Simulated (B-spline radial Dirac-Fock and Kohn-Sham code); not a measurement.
# Dipole and non-dipole photoemission parameters of I⁺ 3p1/2

System: I⁺, [Kr] 4d10 5s2 5p4; threshold 937.1 eV (orbital energy of the model). Calculated with a radial finite-basis atomic code, using Dirac-Hartree-Slater photoionisation with a Latter tail; cross sections with all multipoles, angular parameters from the dipole term and its interference with E2.

Input file task.json (cfg lists n, l and occupation; rrms is the nuclear radius in fm):

```json
{"items": [{
  "Z": 53,
  "q": 1,
  "cfg": [[1, 0, 2], [2, 0, 2], [2, 1, 6], [3, 0, 2], [3, 1, 6], [3, 2, 10], [4, 0, 2], [4, 1, 6], [4, 2, 10], [5, 0, 2], [5, 1, 4]],
  "A": 127,
  "rrms": 4.75,
  "do": "xps",
  "hv": [66.4, 80, 93.5, 100, 122.0, 143.0, 184.0, 206.0, 249.0, 261.0, 400, 534.0, 615.0, 624.0, 677.0, 1000, 1250.0, 1260.0, 1420.0, 1600.0, 2920.0, 2984.4, 4000, 5030.0, 5380.0, 7340.0, 9251.7, 11000.0, 11400.0, 12000]
}]}
```

Launch: `python xray2_run.py task.json out`

For linearly polarised light dσ/dΩ = σ/(4π) [1 + β P₂(cos θ) + (δ + γ cos²θ) sin θ cos φ], with θ from the polarisation vector and φ the angle between the beam and the projection of the electron momentum on the plane normal to the polarisation.

```
hν (eV)  σ (kb)      β      γ      δ
   1000     110  0.605  0.055  0.173
   1250    87.0  1.287  0.309  0.045
   1260    86.1  1.299  0.302  0.043
   1420    73.7  1.426  0.189  0.021
   1600    62.1  1.504  0.088  0.010
   2920    21.3  1.606  0.054  0.003
 2984.4    20.4  1.605  0.065  0.003
   4000    10.9  1.575  0.269  0.008
   5030    6.51  1.533  0.481  0.015
   5380    5.55  1.519  0.550  0.018
   7340    2.59  1.441  0.897  0.036
 9251.7    1.42  1.372  1.172  0.054
  11000       ?      ?      ?      ?
  11400   0.809  1.303  1.428  0.077
  12000   0.703  1.285  1.491  0.083
```

Question: Give the values at 11000 eV.

Answer: σ = 0.892 kb, β = 1.315, γ = 1.384, δ = 0.073.
